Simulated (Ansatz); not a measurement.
Input for Ansatz (a quantum-chemistry and plane-wave program): R-BLYP/def2-TZVPP on Cl4Zr (SMILES [Cl][Zr]([Cl])([Cl])[Cl]). Elements past Kr take the def2 small-core potentials; no spin–orbit coupling.

Ansatz 0.2 input:
```yaml
crystal:
  periodic: [false, false, false]
  atoms:
    - {symbol: Zr, position_ang: [-0.00006458, 0.00001691, -0.00004407]}
    - {symbol: Cl, position_ang: [1.35290219, 1.33365990, 1.35270783]}
    - {symbol: Cl, position_ang: [1.34001516, -1.35196488, -1.34743275]}
    - {symbol: Cl, position_ang: [-1.33472827, 1.35926628, -1.34554426]}
    - {symbol: Cl, position_ang: [-1.35812450, -1.34097821, 1.34031324]}
basis:
  gaussian:
    orbitals: def2-TZVPP
hamiltonian:
  xc: {name: BLYP}
scf: {lower_state_search: off}
```

**Question.** Predict the final total energy.

**Answer.** -1888.2078 hartree.
